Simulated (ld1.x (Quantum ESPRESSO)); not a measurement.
## How hard is this Zn (Z = 30) TM potential?

ld1.x (Quantum ESPRESSO) 7.5 input, shortened:

```
&input
   title='Zn', zed=30., rel=2, dft='PBE', iswitch=3,
   config='[Ar] 3d10 4s1.75 4p0.25', rel_dist='average'
 /
 &inputp
   pseudotype=2, tm=.true., lloc=2,
   nlcc=.false.
 /
3
4S  1  0   1.75   0.00  2.10  2.10  0.0
3P  2  1   6.00   0.00  0.85  0.85  0.0
3D  3  2  10.00   0.00  0.95  0.95  0.0
 &test
   configts(1)='3p6 3d10 4s1.75 4p0.25'
 /
```

Open shells are filled in proportion to 2j + 1 (rel_dist='average').

Occupied shells without a wave of their own: 4p. They enter only through the test configuration that unscreens the potential.

The pseudo-atom Hamiltonian at the reference potential is diagonalised in spherical Bessel functions j_l(qr) that vanish at 20 bohr, with q² up to the cutoff. All-electron valence levels (Ry): 4s -0.4692, 3p1/2 -6.3254, 4p1/2 -0.1069, 3p3/2 -6.1002, 4p3/2 -0.1023, 3d3/2 -0.8058, 3d5/2 -0.7796.

Q: How do the lowest levels (Ry) of each channel move with the cutoff, and are there ghosts?

A:

```json
{"cutoff (Ry)": "8", "s #1": "-0.8039", "s #2": "-0.4562", "s #3": "-0.0140", "p1/2 #1": "-1.3073", "p1/2 #2": "-0.0143", "p3/2 #1": "-1.3008", "p3/2 #2": "-0.0142", "d3/2 #1": "0.0471", "d5/2 #1": "0.0471", "f #1": "0.0984", "f #2": "0.2257", "Σ f·Δε (mRy)": "37649.0"}
{"cutoff (Ry)": "18", "s #1": "-12.5439", "s #2": "-0.4664", "s #3": "-0.0157", "p1/2 #1": "-3.2965", "p1/2 #2": "-0.0465", "p3/2 #1": "-3.2558", "p3/2 #2": "-0.0459", "d3/2 #1": "0.0469", "d5/2 #1": "0.0469", "f #1": "0.0984", "f #2": "0.2257", "Σ f·Δε (mRy)": "25822.6"}
{"cutoff (Ry)": "35", "s #1": "-25.1083", "s #2": "-0.4691", "s #3": "-0.0158", "p1/2 #1": "-5.4113", "p1/2 #2": "-0.0846", "p3/2 #1": "-5.2802", "p3/2 #2": "-0.0824", "d3/2 #1": "0.0466", "d5/2 #1": "0.0466", "f #1": "0.0984", "f #2": "0.2257", "Σ f·Δε (mRy)": "13479.0"}
{"cutoff (Ry)": "55", "s #1": "-31.8428", "s #2": "-0.4692", "s #3": "-0.0158", "p1/2 #1": "-6.1448", "p1/2 #2": "-0.1006", "p3/2 #1": "-5.9492", "p3/2 #2": "-0.0970", "d3/2 #1": "0.0461", "d5/2 #1": "0.0461", "f #1": "0.0984", "f #2": "0.2257", "Σ f·Δε (mRy)": "9326.8"}
{"cutoff (Ry)": "90", "s #1": "-35.6832", "s #2": "-0.4692", "s #3": "-0.0158", "p1/2 #1": "-6.3205", "p1/2 #2": "-0.1052", "p3/2 #1": "-6.0962", "p3/2 #2": "-0.1008", "d3/2 #1": "-0.0182", "d5/2 #1": "-0.0182", "f #1": "0.0984", "f #2": "0.2257", "Σ f·Δε (mRy)": "7743.7"}
{"cutoff (Ry)": "140", "s #1": "-36.6900", "s #2": "-0.4692", "s #3": "-0.0159", "p1/2 #1": "-6.3237", "p1/2 #2": "-0.1054", "p3/2 #1": "-6.0986", "p3/2 #2": "-0.1010", "d3/2 #1": "-0.6060", "d5/2 #1": "-0.6060", "f #1": "0.0984", "f #2": "0.2257", "Σ f·Δε (mRy)": "1849.6"}
{"cutoff (Ry)": "230", "s #1": "-36.7534", "s #2": "-0.4692", "s #3": "-0.0159", "p1/2 #1": "-6.3254", "p1/2 #2": "-0.1054", "p3/2 #1": "-6.1004", "p3/2 #2": "-0.1010", "d3/2 #1": "-0.7883", "d5/2 #1": "-0.7883", "f #1": "0.0984", "f #2": "0.2257", "Σ f·Δε (mRy)": "16.5"}
{"cutoff (Ry)": "400", "s #1": "-36.7599", "s #2": "-0.4692", "s #3": "-0.0159", "p1/2 #1": "-6.3254", "p1/2 #2": "-0.1054", "p3/2 #1": "-6.1004", "p3/2 #2": "-0.1010", "d3/2 #1": "-0.7899", "d5/2 #1": "-0.7899", "f #1": "0.0984", "f #2": "0.2257", "Σ f·Δε (mRy)": "0.0"}
```

Result: ghost state, extra bound levels that the all-electron valence spectrum of the same l lacks: s at -500.1 eV (a true bound ghost makes a file unfit for plane-wave use); 10 mRy is reached at 260 Ry and 1 mRy at over 300 Ry.

1 of 7 tests not solved or not reliable.
